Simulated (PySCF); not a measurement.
CH₃Li (SMILES [Li][CH3]), singlet, at a GFN2-xTB geometry (such geometries of metal compounds can be far from the true shape). Base run: WB97X/6-31G*, TDA run with PySCF.

PySCF was given this input:
```python
from pyscf import gto, scf, dft, tdscf

mol = gto.M(
    atom='''
Li   -1.062434   -0.645958   -0.918277
C     0.254439    0.154699    0.219916
H     0.806971   -0.571765    0.824206
H    -0.165607    0.866160    0.937963
H     1.019303    0.715288   -0.326831
''',
    basis='6-31g*',
    charge=0,
    spin=0,
    verbose=4,
)

mf = dft.RKS(mol)
mf.xc = 'wb97x'
mf.kernel()
td = mf.TDA()
td.nstates = 5
td.kernel()
td.analyze()
```

Variants of this job, named by their change:

| change | first excitation (eV) | oscillator strength of the first | second (eV) | core-seconds (rough) |
|---|---|---|---|---|
| base | 3.59 | 0.098 | 4.68 | 10 |
| functional = hf | 3.74 | 0.091 | 5.06 | 0.5 |
| functional = b3lyp | 3.00 | 0.113 | 4.09 | 6 |
| basis = 6-31G | 3.61 | 0.099 | 4.68 | 6 |
| functional = pbe0 | 3.10 | 0.101 | 4.29 | 6 |
| functional = blyp | 2.70 | 0.129 | 3.72 | 5 |
| nstates = 15 | 3.59 | 0.098 | 4.68 | 9 |
| conv_tol = 1e-3 | 3.59 | 0.098 | 4.68 | 7 |
| functional = pbe | 2.74 | 0.117 | 3.85 | 6 |
| functional = m062x | 3.09 | 0.091 | 4.42 | 20 |
| functional = bhandhlyp | 3.35 | 0.102 | 4.57 | 7 |

An iterative solver can miss low states, so a row lists the states that it found.
